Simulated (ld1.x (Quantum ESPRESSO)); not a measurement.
Results of a calculation; reference values are marked as such.
## Hardness and transferability of assorted potentials

Generated with ld1.x 7.5 (TM, RRKJ, ultrasoft, PAW), atompaw 4.2 or ONCVPSP 4.0.1. The cutoff is in Ry: for ld1.x and atompaw files where the sum of valence levels is converged to 10 mRy in a Bessel basis, for ONCV files where the hardest occupied wave has 1 mHa per electron of residual kinetic energy. The error is the largest all-electron minus pseudo excitation energy over each file’s own four to seven test configurations (ionisations up to +4, promotions, holes and added fractions of an electron), all of which were solved. The labels leave out finer settings (local radius, basis sizes, second energies), which also bear on the numbers. Spin-polarised tests are not counted. The rows are a selection from randomly drawn settings: files with unsolved tests, undetermined cutoffs or missed reference levels are left out.

A true bound ghost makes a file unfit for plane-wave use even where its test errors are small: the radial tests pick states by their node count and pass the ghost by.

| element | potential | cutoff (Ry) | largest error (meV) | bound ghosts |
| --- | --- | --- | --- | --- |
| Cl | ultrasoft, LDA (PZ), non-relativistic, rc 1.45/1.20 (sp), local smoothed, core correction yes, reference 3s2 3p5 | 18 | +93 | none |
| Br | TM, LDA (PZ), fully relativistic, rc 1.30/1.50/1.30 (spd), local s, core correction yes, reference 4s2 4p5 | 50 | +12 | d5/2, d3/2 |
| Zr | TM semilocal, PBEsol, scalar-relativistic, rc 2.25/3.05/2.40 (spd), local s, core correction no, reference 4d2 5s1.5 5p0 | 25 | +198 | none |
| Sb | RRKJ, PBEsol, scalar-relativistic, rc 1.75/1.85/1.65 (spd), local s, core correction yes, reference 4d10 5s2 5p3 | 70 | -212 | none |

Fill in the row for Hg: RRKJ, PBE, scalar-relativistic, rc 2.20/1.40/1.65 (spd), local s, core correction no, reference 5p6 5d10 6s2 6p0.

cutoff 70 Ry, largest error -793 meV, bound ghosts: none.

Fill in the row for Cl: TM, LDA (PZ), scalar-relativistic, rc 1.25/1.15/1.35 (spd), local smoothed, core correction no, reference 3s2 3p3.5.

cutoff 70 Ry, largest error +275 meV, bound ghosts: none.

Fill in the row for Hg: TM, PBEsol, scalar-relativistic, rc 1.35/1.75/2.15 (spd), local d, core correction no, reference 5s2 5p6 5d10 6s0 6p0.

cutoff 90 Ry, largest error -2791 meV, bound ghosts: none.
